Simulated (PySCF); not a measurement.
carbazole (C12H9N), SMILES c1ccc2c(c1)[nH]c1ccccc12. Geometry: B3LYP-D3(BJ)/def2-SVP.

Computed with B3LYP-D3(BJ)/def2-SVP (PySCF 2.14.0).

Harmonic wavenumbers (cm⁻¹): 107, 152, 221, 297, 307, 423, 438, 439, 461, 521, 565, 586, 594, 632, 672, 751, 761, 764, 786, 811, 867, 874, 887, 890, 961, 964, 1003, 1004, 1022, 1039, 1041, 1125, 1135, 1162, 1168, 1231, 1232, 1266, 1319, 1337, 1366, 1395, 1438, 1486, 1494, 1525, 1538, 1633, 1636, 1670, 1689, 3174, 3174, 3180, 3182, 3189, 3190, 3200, 3200, 3669. Rotational constants (GHz): 2.246, 0.5898, 0.4671; symmetry number 2.

Problem. Work out the zero-point energy and the ideal-gas rigid-rotor harmonic-oscillator thermochemistry at 298.15 K and 1 atm.

Solution. ZPE = ½ Σ hcν = ½ × 77847 cm⁻¹ = 465.63 kJ/mol. H − E(el) = 491.08 kJ/mol. Entropy in J/(mol K): translation 172.59, rotation 122.39, vibration 82.49, total 377.48. G − E(el) = 378.54 kJ/mol. Cp = 165.20 J/(mol K). Modes under 150 cm⁻¹ make the vibrational entropy uncertain.
